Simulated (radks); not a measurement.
Pt3+, configuration [Kr] 4d10 4f14 5s1 5p6 5d7 6d1 (not the ground configuration). Calculated with a radial shooting solver on a logarithmic mesh with Libxc functionals: scalar-relativistic Kohn-Sham, Wu-Cohen GGA, spin-polarised, spherical densities, point nucleus; open shells are filled with parallel spins first (spin-orbit coupling, left out, can overturn this in heavy ions).

Radial electron density D(r) = 4 pi r^2 rho(r):

```
   r/bohr * D(r) (the largest magnitude, 145, reaches the edge; | marks zero)
 0.002623 |             *
 0.003053 |                *
 0.003583 |                   *
 0.004171 |                       *
 0.004895 |                          *
 0.005699 |                              *
 0.006688 |                                  *
 0.007785 |                                    *
 0.009136 |                                       *
  0.01064 |                                        *
  0.01248 |                                        *
  0.01453 |                                       *
  0.01705 |                                     *
  0.01985 |                                    *
   0.0233 |                                   *
  0.02712 |                                     *
  0.03182 |                                         *
  0.03705 |                                              *
  0.04348 |                                                   *
  0.05062 |                                                      *
   0.0594 |                                                     *
  0.06915 |                                                 *
  0.08115 |                                            *
  0.09447 |                                          *
   0.1109 |                                            *
   0.1291 |                                                *
   0.1514 |                                                  *
   0.1763 |                                              *
   0.2069 |                                    *
   0.2409 |                             *
   0.2827 |                           *
   0.3291 |                              *
   0.3862 |                                *
   0.4496 |                             *
   0.5276 |                      *
   0.6142 |              *
   0.7207 |         *
    0.839 |       *
   0.9846 |      *
    1.146 |     *
    1.345 |   *
    1.566 |  *
    1.838 |*
    2.139 |*
    2.511 *
    2.923 *
     3.43 *
    3.993 *
    4.686 *
    5.455 *
    6.401 *
    7.452 *
    8.745 *
    10.18 *
```

D(r) has 4 maxima, at r = 0.0114, 0.0531, 0.147, 0.383 bohr, and minima at 0.0222, 0.0945, 0.272 bohr, inside which lie 1.89, 10.99, 29.99 electrons.
